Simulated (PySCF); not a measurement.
## Radiative rates from a computed spectrum

Species: C₅H₅NO.
SMILES: `N#C[C@H]1C=CCO1`

Level of theory: TDDFT PBE0/def2-SVPD, vertical, gas phase, core orbitals frozen in the response in PySCF. Geometry: GFN2-xTB; no solvent, vibrations or thermal averaging.

Computed singlets with f of 0.002 or more:

| state | E (eV) | f |
| --- | --- | --- |
| S1 | 6.17 | 0.053 |
| S2 | 6.69 | 0.012 |
| S3 | 7.23 | 0.0089 |
| S4 | 7.32 | 0.036 |
| S5 | 7.54 | 0.072 |
| S6 | 7.60 | 0.0060 |

Q: Turn these into Einstein A coefficients, radiative lifetimes, transition dipoles and integrated cross-sections.

A: For one non-degenerate pair of states in vacuum, A = 0.6670 f ν̃² s⁻¹ with ν̃ in cm⁻¹, τ = 1/A, |μ|² = 3f / (2ΔE) in atomic units, and the integrated cross-section is ∫σ dE = 109.76 f Mb·eV.

| state | A (s⁻¹) | τ | \|μ\| (D) | ∫σ dE (Mb·eV) |
| --- | --- | --- | --- | --- |
| S1 | 8.8×10⁷ | 11 ns | 1.50 | 5.8 |
| S2 | 2.3×10⁷ | 44 ns | 0.68 | 1.3 |
| S3 | 2.0×10⁷ | 49 ns | 0.57 | 0.98 |
| S4 | 8.4×10⁷ | 12 ns | 1.14 | 4 |
| S5 | 1.8×10⁸ | 5.6 ns | 1.59 | 7.9 |
| S6 | 1.5×10⁷ | 66 ns | 0.46 | 0.66 |

Leading configurations: S1 H→L (85%); S2 H→L+1 (93%); S3 H→L+2 (82%); S4 H-1→L+1 (27%); S5 H-1→L (30%); S6 H-1→L+1 (42%) (H = HOMO, L = LUMO).

These lifetimes count emission to the ground state at the vertical energy alone; relaxation of the geometry and all other decay channels are left out.

Q: Suppose S1 emitted 0.3 eV lower with the same transition dipole. How would A change?

A: At fixed |μ|, A goes as the cube of the energy: (5.87/6.17)³ = 0.86, which makes τ about 13 ns.

Q: What is the integrated cross-section of all computed states together?

A: Σf = 0.188 over S1 to S6, so 109.76 × Σf ≈ 20.6 Mb·eV.

Q: How much energy does a mole of photons resonant with S5 carry?

A: 7.542 eV × 96.485 = 728 kJ/mol (174 kcal/mol).
